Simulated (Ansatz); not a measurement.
Relaxation of CH₃AlFI (7 atoms, charge 0, multiplicity 1), to a largest force component of 0.02 eV/Å in at most 50 steps.

Method: RHF/def2-SVP (Ansatz 0.2.0).

```xyz
7
Properties=species:S:1:pos:R:3
C 0.092 0.960 -0.019
Al 0.095 -0.982 0.133
F 1.360 -1.765 1.093
I -1.615 -2.408 -1.053
H -1.198 -0.145 0.138
H -0.066 1.472 0.975
H 1.012 1.365 -0.493
```

Q: Where does it end, and by what steps?

A: The run converged. After 10 steps the energy has fallen by 6.252 eV; H5 moved furthest, 1.25 Å. Parted: Al2–H5. Joined: C1–H5.

| step | energy less start (eV) | largest force component (eV/Å) | accepted |
| --- | --- | --- | --- |
| 0 | 0.0000 | 5.227 | yes |
| 1 | -2.3782 | 4.413 | yes |
| 2 | -3.9328 | 3.833 | yes |
| 3 | -5.1709 | 2.575 | yes |
| 4 | -5.7966 | 1.427 | yes |
| 5 | -6.0947 | 0.553 | yes |
| 6 | -6.2114 | 0.769 | yes |
| 7 | -6.2377 | 0.408 | yes |
| 8 | -6.2469 | 0.363 | yes |
| 9 | -6.2515 | 0.033 | yes |
| 10 | -6.2517 | 0.008 | yes |

```xyz
7
Properties=species:S:1:pos:R:3
C -0.088 0.769 0.137
Al 0.119 -1.161 0.203
F 1.342 -1.842 1.078
I -1.347 -2.754 -0.999
H -1.096 1.066 -0.158
H 0.141 1.222 1.105
H 0.608 1.195 -0.592
```

Time of the run: 29 s on 1 thread of Arm Neoverse V1 (shared host), peak memory 0.17 GiB.
